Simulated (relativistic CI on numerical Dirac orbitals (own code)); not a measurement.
# Ag²⁺: calculation against measurement

Method of calculation: Dirac-Coulomb-Breit CI, KLI orbitals optimised for each configuration, QED by a radiative potential, valence Slater integrals scaled by 0.85, P86 correlation energy added to each configuration (own radial code, finite nucleus).

Configurations in the expansion (outside the closed core [Ar] 3d10 4s2): 4p⁶4d⁹, 4p⁶4d⁸5s, 4p⁶4d⁸5p, 4p⁶4d⁸4f, 4p⁶4d⁷5s², 4p⁶4d⁸5d, 4p⁶4d⁸6s, 4p⁶4d⁸6p, 4p⁶4d⁷4f², 4p⁶4d⁷5s5p, 4p⁶4d⁸6d, 4p⁶4d⁸5f, 4p⁶4d⁸5g, 4p⁶4d⁸6f, 4p⁵4d¹⁰, 4p⁶4d⁷5s6s. Levels of other configurations are missing.

```tsv
Configuration	Term (tabulated)	J	Measured (cm⁻¹)	Computed	Error	Purity (%)
4p⁶4d⁹	2D	5/2	0.0	0	0	100
4p⁶4d⁹	2D	3/2	4607.0	4364	-243	100
4p⁶4d⁸5s	4F	9/2	63250.0	66320	3070	99
4p⁶4d⁸5s	4F	7/2	65764.0	68812	3048	93
4p⁶4d⁸5s	4F	5/2	68145.0	71061	2916	96
4p⁶4d⁸5s	4F	3/2	69351.0	72283	2932	92
4p⁶4d⁸5s	2F	7/2	71691.0	75372	3681	92
4p⁶4d⁸5s	4P	5/2	76406.0	80488	4082	58
4p⁶4d⁸5s	2D	5/2	82231.0	85912	3681	66
4p⁶4d⁸5s	2G	9/2	85599.0	89226	3627	99
4p⁶4d⁸5s	2G	7/2	85727.0	89351	3624	98
```

Measured levels from Moore, Atomic Energy Levels, vol. III, NSRDS-NBS 35 (1971 reprint of NBS Circular 467, 1958); pairs were made by configuration, J and term (by order where the table uses no LS term), so strongly mixed levels may be paired wrongly. The analysis dates from before 1960.

Mean error by configuration (cm⁻¹): 4p⁶4d⁹ -243; 4p⁶4d⁸5s 3407. Over the excited levels the mean absolute error is 3090 cm⁻¹ (10 of the 13 excited levels that our extract of the source holds in range could be paired, and the others can miss by more), and the median relative error of those above 1,000 cm⁻¹ is 4.6 %.
